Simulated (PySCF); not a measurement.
Geometries of 2 isomers of Ge3H10OSi, from PBE0-D3(BJ)/def2-SVP geometry optimisation, gas phase in PySCF 2.14.0. One conformer each, no zero-point energy, no frequencies.

Question: Which is lower in electronic energy at this level?
A.
```xyz
15
angstrom
Si    -1.208    1.505   -1.941
Ge    -0.219    0.797    0.110
Ge    -1.471   -0.976    1.218
O      1.396    0.196   -0.375
Ge     2.531   -0.867    0.482
H     -0.356    2.537   -2.603
H     -2.563    2.080   -1.675
H     -1.351    0.321   -2.841
H     -0.019    1.969    1.105
H     -1.552   -2.223    0.319
H     -0.815   -1.371    2.555
H     -2.903   -0.482    1.504
H      3.078   -0.144    1.730
H      1.792   -2.155    0.906
H      3.655   -1.179   -0.517
```
B.
```xyz
15
angstrom
Si    -1.180   -2.159    0.209
O     -0.953   -0.974   -0.926
Ge    -0.027    0.565   -0.938
Ge     2.309    0.050   -0.493
Ge    -1.000    2.050    0.726
H      0.126   -2.775    0.609
H     -1.822   -1.604    1.444
H     -2.061   -3.209   -0.374
H     -0.222    1.113   -2.366
H      2.836   -0.984   -1.503
H      3.146    1.338   -0.602
H      2.454   -0.515    0.931
H     -2.514    2.200    0.492
H     -0.332    3.434    0.635
H     -0.763    1.479    2.136
```

Answer: B. That is `[SiH3][O][GeH]([GeH3])[GeH3]`, 17.1 kcal/mol below the other.

```tsv
SMILES	atoms numbered as above	E (Eh)	relative (kcal/mol)	relative (kJ/mol)	dipole (D)
[SiH3][O][GeH]([GeH3])[GeH3]	[SiH3:1][O:2][GeH:3]([GeH3:4])[GeH3:5]	-6599.87444	0.0	0.0	1.12
[SiH3][Ge@@H]([GeH3])[O][GeH3]	[SiH3:1][Ge@@H:2]([GeH3:3])[O:4][GeH3:5]	-6599.84722	17.1	71.5	0.71
```

As drawn, the lower has an Si–O bond, which the higher lacks.
